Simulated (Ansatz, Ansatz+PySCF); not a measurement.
| atom | x (Å) | y (Å) | z (Å) |
| --- | --- | --- | --- |
| H | 0.0000 | 0.0000 | 0.0000 |
| H | 0.0000 | 0.0000 | 1.8000 |
| H | 0.0000 | 0.0000 | 3.6000 |
| H | 0.0000 | 0.0000 | 5.4000 |
| H | 0.0000 | 0.0000 | 7.2000 |
| H | 0.0000 | 0.0000 | 9.0000 |
| H | 0.0000 | 0.0000 | 10.8000 |
| H | 0.0000 | 0.0000 | 12.6000 |

Basis set: cc-pVDZ (spherical functions). All electrons are correlated. Charge 0, multiplicity 1.

Computed with Ansatz (development build ahead of 0.2.0); each method stands on the lowest determinant of its kind that the runs found. Restricted open shells among the atoms or ions are ROHF, correlated in semicanonical orbitals with singles. Restricted functionals stand beside restricted open-shell atoms, which can lie above the unrestricted atoms usual in DFT and then raise those values.

Question: Give the atomization energy at this shape (free ground-state atoms in the same class of orbitals less the molecule, no zero-point energy) of singlet H₈ by r²SCAN (unrestricted), RHF-CCSD(T), PBE (unrestricted), PBE0 (unrestricted), RHF-CCSDT(Q), PBE (restricted), ωB97X (unrestricted), r²SCAN (restricted), PBE0 (restricted), ωB97X (restricted), UHF, RHF-MP2, RHF.

Answer:

| method | atomization energy |
| --- | --- |
| r²SCAN (unrestricted) | 105.30 kcal/mol |
| RHF-CCSD(T) | 99.28 kcal/mol |
| PBE (unrestricted) | 96.07 kcal/mol |
| PBE0 (unrestricted) | 81.84 kcal/mol |
| RHF-CCSDT(Q) | 85.66 kcal/mol |
| PBE (restricted) | 82.90 kcal/mol |
| ωB97X (unrestricted) | 70.29 kcal/mol |
| r²SCAN (restricted) | 69.27 kcal/mol |
| PBE0 (restricted) | 46.90 kcal/mol |
| ωB97X (restricted) | 29.33 kcal/mol |
| UHF | 33.95 kcal/mol |
| RHF-MP2 | -0.28 kcal/mol |
| RHF | -110.72 kcal/mol |

Caution: the shape is not the minimum. Caution for r²SCAN (unrestricted), PBE (unrestricted): the unrestricted determinant is spin contaminated. Caution for RHF-CCSD(T), RHF-CCSDT(Q), PBE (restricted), r²SCAN (restricted), PBE0 (restricted), ωB97X (restricted), RHF-MP2, RHF: an unrestricted determinant lies well below. Caution for RHF-CCSD(T), RHF-CCSDT(Q), RHF-MP2: large amplitudes, a single reference is doubtful. Caution for RHF-CCSD(T), RHF-MP2: the program doubts this total. Caution for PBE0 (unrestricted), ωB97X (unrestricted), UHF: the determinant breaks the point group; the unrestricted determinant is a mixture of spin states. Caution for RHF-CCSDT(Q): the amplitudes may be one of several solutions. Caution for RHF: the molecule lies well above its atoms at this level.
